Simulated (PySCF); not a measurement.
**PmBr: frontier orbitals**

ωB97X at R = 2.730 Å; basis Pm x2c-SVPall, Br x2c-SVPall; spin-free X2C with a Gaussian nucleus; PySCF 2.14. State: septet, about 5.0 electrons in the 4f shell (Mulliken), real f orbitals that mix terms. Only the outer orbitals are listed, counted within each symmetry.

```csv
spin,orbital,occ.,ε (eV),on Pm (%),main shells (%)
α,1φ,1,-8.29,100,100 Pm f
α,11π,1,-7.67,98,97 Pm f
α,11π,1,-7.67,98,97 Pm f
α,4δ,1,-7.33,100,100 Pm f
α,4δ,1,-7.33,100,100 Pm f
α,20σ,1,-5.33,99,"83 Pm s, 9 Pm p"
α,12π,0,0.94,100,"59 Pm p, 41 Pm d"
α,12π,0,0.94,100,"59 Pm p, 41 Pm d"
α,21σ,0,1.05,99,"58 Pm d, 40 Pm p"
β,20σ,0,0.52,102,"85 Pm s, 14 Pm d"
β,4δ,0,2.03,100,100 Pm d
β,4δ,0,2.03,100,100 Pm d
```

Q: Which are the highest filled and the lowest empty level, where do they sit, and how wide is the gap?

A: Highest filled α 20σ at -5.33 eV (in %: 83 Pm s, 9 Pm p); lowest empty β 20σ at 0.52 eV (in %: 85 Pm s, 14 Pm d); the gap at ωB97X is 5.85 eV. An empty level above zero is unbound, and its energy depends on the basis.

- bond order (Mayer): 1.06
- ⟨S²⟩: 12.004
- charge on Pm (Mulliken, basis-dependent): 0.42
- charge on Pm (Löwdin, basis-dependent): 0.09
- dipole moment (positive dipole means Pm(−)Br(+)): -5.08 D

Shares are Mulliken populations and can fall outside 0 to 100 %.

Spin–orbit coupling is left out. The state is the lowest single determinant that the PBE0 search found; with open d or f shells the true ground state can be another one.
